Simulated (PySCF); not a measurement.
An element was calculated at UHF (PySCF 2.14, spin-free X2C, a triple-zeta basis, no spin-orbit coupling), in the ground configurations that NIST lists.

| Quantity | Value |
| --- | --- |
| electron affinity | -2.050 eV |
| first ionisation energy | 8.295 eV |
| second ionisation energy | 14.187 eV |
| third ionisation energy | 31.199 eV |
| polarisability of the atom | 70.4 bohr³ |

Question: Which element is it?

Answer: Cobalt (Co, Z = 27), in aug-cc-pVTZ-DK. NIST lists 7.881, 17.084, 33.5 ± 0.06 eV for these ionisation energies.
